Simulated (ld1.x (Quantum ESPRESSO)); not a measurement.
An odd input for ld1.x (Quantum ESPRESSO) 7.5 (osmium)

Command:

```bash
ld1.x < Os.in > Os.out
```

Input:

```
&input
   title='Os', zed=76., rel=1, dft='PBE', iswitch=3, tr2=1e-20,
   config='[Xe] 4f14 5d5 6s0 6p0',
   nld=3, rlderiv=2.55, eminld=-5.0, emaxld=5.0, deld=0.02
 /
 &inputp
   pseudotype=2, tm=.true., lloc=0,
   nlcc=.true., new_core_ps=.true., rcore=2.15,
   file_pseudopw='Os.UPF', file_wfcaegen='ae.wfc', file_wfcncgen='nc.wfc', file_beta='beta', file_chi='chi'
 /
3
6P  2  1   0.00   0.00  2.35  2.35  0.0
5D  3  2   5.00   0.00  2.10  2.10  0.0
6S  1  0   0.00   0.00  2.05  2.05  0.0
 &test
   configts(1)='5d5 6s0 6p0'
 /
```

This is an input that runs to its end, with one change: threshold tr2=1e-20.

Q: How does the run end?

A: The program runs through. The occupied levels of the test differ from the all-electron ones by at most 0.00000 Ry (unchanged input: 0.00000 Ry). Messages: warning: convergence not achieved.

```
     mesh =1275 r(mesh) =  98.91557 xmin = -7.00 dx = 0.01250

     n l     nl             e AE (Ry)        e PS (Ry)    De AE-PS (Ry)
     3 2     5D   1( 5.00)       -2.57129       -2.57130        0.00000
     1 0     6S   1( 0.00)       -2.23706       -2.23707        0.00000
     2 1     6P   1( 0.00)       -1.62213       -1.62213       -0.00000

     eps = 8.6E-21  iter = 13

     Etot =  -34503.648948 Ry,  -17251.824474 Ha, -469446.059215 eV
     Etotps =   -31.923741 Ry,     -15.961871 Ha,    -434.344628 eV

     Ekin =      22.882663 Ry,      11.441331 Ha,     311.334489 eV
     Encl =     -31.186129 Ry,     -15.593064 Ha,    -424.308895 eV
     Ehrt =      13.994192 Ry,       6.997096 Ha,     190.400683 eV
     Ecxc =     -11.435401 Ry,      -5.717700 Ha,    -155.586552 eV
     (Ecc =      -5.649410 Ry,      -2.824705 Ha,     -76.864133 eV)
     Epseu=     -26.179067 Ry,     -13.089534 Ha,    -356.184353 eV

     ---------------------- End of pseudopotential test ----------------------
```
